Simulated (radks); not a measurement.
Question: Radial electron density D(r) = 4 pi r^2 rho(r) of an atom or ion with 40 electrons. All-electron calculation, Dirac Kohn-Sham, PBE, spin-unpolarised, spherical densities, finite nucleus; Fermi nuclear charge, rms radius of each element as measured or else 0.836 A^(1/3) + 0.57 fm. Program: a radial shooting solver on a logarithmic mesh with Libxc functionals.

| r (bohr) | D(r) (e/bohr) |
|---|---|
| 0.001444 | 1.369 |
| 0.001668 | 1.771 |
| 0.001941 | 2.318 |
| 0.002242 | 2.980 |
| 0.002589 | 3.817 |
| 0.00299 | 4.869 |
| 0.003481 | 6.261 |
| 0.00402 | 7.898 |
| 0.004643 | 9.898 |
| 0.005362 | 12.31 |
| 0.006242 | 15.34 |
| 0.007209 | 18.71 |
| 0.008326 | 22.54 |
| 0.009615 | 26.79 |
| 0.01119 | 31.61 |
| 0.01293 | 36.30 |
| 0.01493 | 40.84 |
| 0.01724 | 44.90 |
| 0.02007 | 48.25 |
| 0.02318 | 50.17 |
| 0.02677 | 50.65 |
| 0.03092 | 49.69 |
| 0.03571 | 47.60 |
| 0.04157 | 44.92 |
| 0.04801 | 42.97 |
| 0.05544 | 42.61 |
| 0.06403 | 44.55 |
| 0.07454 | 49.07 |
| 0.08609 | 54.61 |
| 0.09942 | 59.48 |
| 0.1148 | 61.56 |
| 0.1337 | 59.22 |
| 0.1544 | 53.04 |
| 0.1783 | 45.24 |
| 0.2059 | 39.06 |
| 0.2397 | 37.06 |
| 0.2768 | 39.60 |
| 0.3197 | 43.78 |
| 0.3692 | 45.77 |
| 0.4298 | 42.58 |
| 0.4964 | 34.75 |
| 0.5733 | 24.99 |
| 0.6621 | 16.63 |
| 0.7646 | 11.58 |
| 0.8901 | 9.664 |
| 1.028 | 9.408 |
| 1.187 | 8.994 |
| 1.371 | 7.711 |
| 1.596 | 5.704 |
| 1.843 | 3.859 |
| 2.129 | 2.519 |
| 2.459 | 1.735 |
| 2.862 | 1.302 |
| 3.306 | 1.039 |
| 3.818 | 0.7930 |
| 4.409 | 0.5425 |
| 5.133 | 0.3115 |
| 5.928 | 0.1569 |
| 6.846 | 0.06685 |
| 7.906 | 0.02350 |
| 9.204 | 0.006110 |
| 10.63 | 0.001313 |
| 12.28 | 0.0002131 |

What is the nuclear charge?

Answer: Z = 40. The innermost maximum, from 1s, lies near gamma/Z bohr with gamma = sqrt(1 - (Z/c)^2) = 0.956, here 0.0239 bohr (found: 0.0261), and its height grows with Z. The density is that of neutral zirconium in [Kr] 4d2 5s2; the configuration itself is not fixed sharply by these data, and Z only to a few units. D(r) has 3 maxima, at r = 0.0261, 0.115, 0.366 bohr, and minima at 0.0528, 0.236 bohr, inside which lie 2.06, 11.10 electrons.
